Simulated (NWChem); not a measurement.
System meant: C3H3N2 anion

NWChem input:

```
start job
memory heap 200 mb stack 900 mb global 1100 mb
charge -1
geometry units angstroms noautoz
  C      0.000000     0.000000    -1.171329
  C      0.000000     1.097296    -0.288807
  N      0.000000     0.677649     0.992577
  N      0.000000    -0.677649     0.992577
  C      0.000000    -1.097296    -0.288807
  H      0.000000     0.000000    -2.262022
  H      0.000000     2.164649    -0.524421
  H      0.000000    -2.164649    -0.524421
end
basis spherical
  * library def2-svp
end
dft
  odft
  mult 2
  xc xpbe96 cpbe96
  iterations 150
  mulliken
end
task dft energy
```

End of the output:

```
 Summary of "ao basis" -> "" (spherical)
 ------------------------------------------------------------------------------
       Tag                 Description            Shells   Functions and Types
 ---------------- ------------------------------  ------  ---------------------
 *                          def2-svp                  on all atoms

  pbe96 is a nonlocal functional; adding pw91lda local functional.

                                 NWChem DFT Module
                                 -----------------

 Summary of "ao basis" -> "ao basis" (spherical)
 ------------------------------------------------------------------------------
       Tag                 Description            Shells   Functions and Types
 ---------------- ------------------------------  ------  ---------------------
 C                          def2-svp                 6       14   3s2p1d
 N                          def2-svp                 6       14   3s2p1d
 H                          def2-svp                 3        5   2s1p

 Summary of "ao basis" -> "ao basis" (spherical)
 ------------------------------------------------------------------------------
       Tag                 Description            Shells   Functions and Types
 ---------------- ------------------------------  ------  ---------------------
 C                          def2-svp                 6       14   3s2p1d
 N                          def2-svp                 6       14   3s2p1d
 H                          def2-svp                 3        5   2s1p

      Symmetry analysis of basis
      --------------------------

        a1         34
        a2         10
        b1         13
        b2         28

  number of electrons :                   36
  multiplicity        :                    2
 ------------------------------------------------------------------------
  no. of electrons and multiplicity not compatible                  36
 ------------------------------------------------------------------------
 ------------------------------------------------------------------------
  current input line :
    24: task dft energy
 ------------------------------------------------------------------------
 ------------------------------------------------------------------------
 There is an error in the input file
 ------------------------------------------------------------------------
 For more information see the NWChem manual at https://nwchemgit.github.io

0: no. of electrons and multiplicity not compatible:Received an Error in Communication
```

Problem. Find the fault in this run and fix the input.

Solution. The input was rejected before any calculation. Cause: the multiplicity doesn't fit the number of electrons (an even count wants an odd multiplicity, and the reverse). This input runs:
```
start job
memory heap 200 mb stack 900 mb global 1100 mb
charge -1
geometry units angstroms noautoz
  C      0.000000     0.000000    -1.171329
  C      0.000000     1.097296    -0.288807
  N      0.000000     0.677649     0.992577
  N      0.000000    -0.677649     0.992577
  C      0.000000    -1.097296    -0.288807
  H      0.000000     0.000000    -2.262022
  H      0.000000     2.164649    -0.524421
  H      0.000000    -2.164649    -0.524421
end
basis spherical
  C library def2-svp
  N library def2-svp
  H library def2-svp
end
dft
  xc xpbe96 cpbe96
  iterations 150
  mulliken
end
task dft energy
```
It converges to -225.17863 Ha (PBE/def2-SVP).
